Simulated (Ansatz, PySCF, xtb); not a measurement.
Energy difference R1 + R2 → P1 + P2, each structure at its B3LYP-D3(BJ)/def2-TZVP stationary point, reached from a drawn start (curvature not checked).
R1: H2O (SMILES O), charge 0, multiplicity 1.
P1, NH3 (SMILES N) (charge 0, multiplicity 1):
```xyz
4

N      0.00000    -0.00002     0.27907
H      0.00000     0.94280    -0.09306
H      0.81651    -0.47144    -0.09305
H     -0.81651    -0.47144    -0.09305
```
P2: H6OSi2 (SMILES [SiH3]O[SiH3]), charge 0, multiplicity 1.
R2, H7NSi2 (SMILES [SiH3]N[SiH3]) (charge 0, multiplicity 1):
| atom | x (Å) | y (Å) | z (Å) |
|---|---|---|---|
| Si | 1.5140 | -0.2513 | 0.3237 |
| N | -0.0060 | -0.3888 | -0.4908 |
| Si | -1.5097 | 0.3969 | -0.1529 |
| H | 2.6157 | -0.0729 | -0.6536 |
| H | 1.4341 | 0.9248 | 1.2162 |
| H | 1.8395 | -1.4498 | 1.1382 |
| H | -0.0370 | -1.0777 | -1.2313 |
| H | -2.5118 | -0.5170 | 0.4524 |
| H | -2.1066 | 0.9394 | -1.3979 |
| H | -1.2321 | 1.4964 | 0.7960 |

P less R. No zero-point or thermal terms.

Correlated levels freeze the cores. CBS(a, b) extrapolates the correlation energy as X⁻³ and adds the Hartree–Fock energy of set b.

Codes used: Ansatz (a quantum-chemistry and plane-wave program); PySCF for the D3/D4 terms; xtb for the GFN methods. Each number belongs to the level named beside it.

```csv
level,reaction energy (kcal/mol)
GFN2-xTB,-35.80
HF/cc-pV(Q+d)Z,-27.31
B3LYP-D3(BJ)/def2-TZVPP,-22.44
BHLYP/def2-TZVPP,-24.80
CAM-B3LYP-D4/def2-TZVPP,-23.39
B2PLYP/def2-TZVPP,-23.37
SCS-MP2/cc-pV(D+d)Z,-20.97
CCSD(T)/cc-pV(D+d)Z,[?]
"CCSD(T)/CBS(cc-pV(T+d)Z, cc-pV(Q+d)Z)",[?]
```

What belongs in the gaps?


- CCSD(T)/cc-pV(D+d)Z, reaction energy (kcal/mol): -19.69
- CCSD(T)/CBS(cc-pV(T+d)Z, cc-pV(Q+d)Z), reaction energy (kcal/mol): -21.99
